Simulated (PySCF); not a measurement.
Constitutional and geometric isomers with formula CH5NSi. All species are isolated molecules in the gas phase. One relaxed conformer stands for each flexible species; it need not be the lowest. Strings in code marks are SMILES.

These are r2SCAN-D4/def2-TZVP run with PySCF values and carry that method's errors. Excitations are Tamm–Dancoff values on a coarser integration grid. The basis has no diffuse functions, so Rydberg states are missing or too high.

| species | HOMO–LUMO gap (eV) | brightest of the four lowest singlets (TDA) (eV) | T1 excitation (TDA) (eV) | S1 excitation (TDA) (eV) |
|---|---|---|---|---|
| `C=[SiH]N` | 4.31 | 5.76 | 3.13 | 5.16 |
| `NC=[SiH2]` | 2.77 | 5.06 | 1.71 | 4.94 |
| `[H]/N=C/[SiH3]` | ? | – | 3.69 | 4.75 |
| `[SiH3]N=C` | 4.21 | 6.97 | ? | 4.36 |
| `[SiH](/C)=N/[H]` | ? | ? | 3.44 | 4.64 |

**Question.** Some entries are withheld; supply them.

**Answer.** 
- `[H]/N=C/[SiH3]`, HOMO–LUMO gap (eV): 4.42
- `[SiH3]N=C`, T1 excitation (TDA) (eV): 3.61
- `[SiH](/C)=N/[H]`, HOMO–LUMO gap (eV): 4.51
- `[SiH](/C)=N/[H]`, brightest of the four lowest singlets (TDA) (eV): 6.96
